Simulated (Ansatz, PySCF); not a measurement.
CH6O2Si2, SMILES O[Si@H]1OC[SiH2]1. Atoms are numbered in the order given.

```xyz
11

O      1.9931     1.0565    -0.1274
Si     0.5461     0.4456    -0.6548
O      0.3948    -1.2259    -0.4556
C     -0.7767    -1.4665     0.3399
Si    -1.3551     0.3428     0.7058
H      2.2280     0.8824     0.7892
H      0.4900     0.8760    -2.0755
H     -1.5133    -2.0561    -0.2325
H     -0.5122    -2.0519     1.2374
H     -2.7085     0.7063     0.1844
H     -1.2634     0.7464     2.1442
```

Geometry optimised at PBE0-D3(BJ)/def2-SVP. The structure was generated by enumeration; whether it is a known compound was not checked. Other conformers were not sampled.

Two levels are set side by side: PBE-D3(BJ)/def2-SVP (Ansatz, a program for electronic structure) and PBE0-D3(BJ)/def2-SVP (Ansatz). Each level has its own optimised geometry; the coordinates shown are those of the second. Frequencies come from the Hessian of PySCF at each geometry. Differences are taken from unrounded values.

| quantity | PBE0-D3(BJ) |
|---|---|
| mean bond length (Å) | 1.519 |
| bond O1–Si2 (Å) | 1.657 |
| bond Si2–O3 (Å) | 1.690 |
| bond Si2–Si5 (Å) | 2.340 |
| bond O3–C4 (Å) | 1.436 |
| bond C4–Si5 (Å) | 1.934 |
| bond O1–H6 (Å) | 0.962 |
| bond Si2–H7 (Å) | 1.486 |
| bond C4–H8 (Å) | 1.104 |
| bond C4–H9 (Å) | 1.104 |
| bond Si5–H10 (Å) | 1.495 |
| bond Si5–H11 (Å) | 1.497 |
| highest harmonic wavenumber (cm⁻¹) | 3927 |
| mean harmonic wavenumber (cm⁻¹) | 1175 |
| zero-point energy (kcal/mol) | 45.37 |

Problem. What does PBE-D3(BJ) give, and how far is it from PBE0-D3(BJ)? (Estimate from the structure and the level; the computed values follow.)

Solution. 
| quantity | PBE-D3(BJ) | PBE-D3(BJ) minus PBE0-D3(BJ) |
|---|---|---|
| mean bond length (Å) | 1.532 | 0.013 |
| bond O1–Si2 (Å) | 1.675 | 0.018 |
| bond Si2–O3 (Å) | 1.710 | 0.020 |
| bond Si2–Si5 (Å) | 2.353 | 0.013 |
| bond O3–C4 (Å) | 1.452 | 0.016 |
| bond C4–Si5 (Å) | 1.946 | 0.012 |
| bond O1–H6 (Å) | 0.974 | 0.012 |
| bond Si2–H7 (Å) | 1.498 | 0.012 |
| bond C4–H8 (Å) | 1.112 | 0.009 |
| bond C4–H9 (Å) | 1.113 | 0.009 |
| bond Si5–H10 (Å) | 1.507 | 0.011 |
| bond Si5–H11 (Å) | 1.508 | 0.011 |
| highest harmonic wavenumber (cm⁻¹) | 3755 | -172 |
| mean harmonic wavenumber (cm⁻¹) | 1131 | -44 |
| zero-point energy (kcal/mol) | 43.66 | -1.71 |

Exact exchange shortens and stiffens bonds; PBE has none. Differences between two approximate levels are no errors against the true value.
